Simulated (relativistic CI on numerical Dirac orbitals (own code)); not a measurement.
One change at a time: Te LI

Base calculation: Dirac-Coulomb-Breit CI, separate exchange-only KLI orbitals for each configuration, QED by a radiative potential, unscaled Slater integrals.

Configurations in the expansion: 1s², 1s2s, 1s2p, 1s3s, 1s3p, 1s3d, 1s4s, 1s4p, 1s4d, 1s4f, 1s5s, 1s5p, 1s5d, 1s5f, 1s5g, 1s6s, 1s6p, 1s6d, 2s². Levels of other configurations are missing.

Variants: (1) Breit term removed. Shifts of the energy above 1s² ¹S0, in eV, for the lowest level and the first level of each name with at least 55 % of one term (blank where a level changes its place among those of its configuration and J or its character, or is not in the variant):

```tsv
Level	Base	Δ(1)
1s² ¹S0	0.0	0.0
1s2s ³S1	27836.1	+52.3
1s2p ³P°1	27910.0	+51.1
1s2p ³P°0	27914.2	+32.4
1s2s ¹S0	27916.5	+41.8
1s2p ³P°2	28239.0	+51.1
1s2p ¹P°1	28272.9	+48.5
1s3s ³S1	33088.9	+52.3
1s3p ³P°1	33109.0	+51.9
1s3p ³P°0	33110.1	+46.9
1s3s ¹S0	33110.3	+49.2
1s3p ³P°2	33206.9	+52.0
1s3d ³D2	33215.0	+52.8
1s3d ³D1	33216.3	+51.2
```

At this charge energies of transitions that change n are usually good to better than 1 %, and those within a shell (Δn = 0) to a few per cent.

Ionisation energy from the two ground configurations alone: base 37193.9 eV; Breit term removed 37246.2 eV. The NIST ASD value (theoretical) is 37196.5 eV.

LS names give the leading component of a level, which can be under half, so a name can repeat, a term be missing and a line seem to break the LS rules.
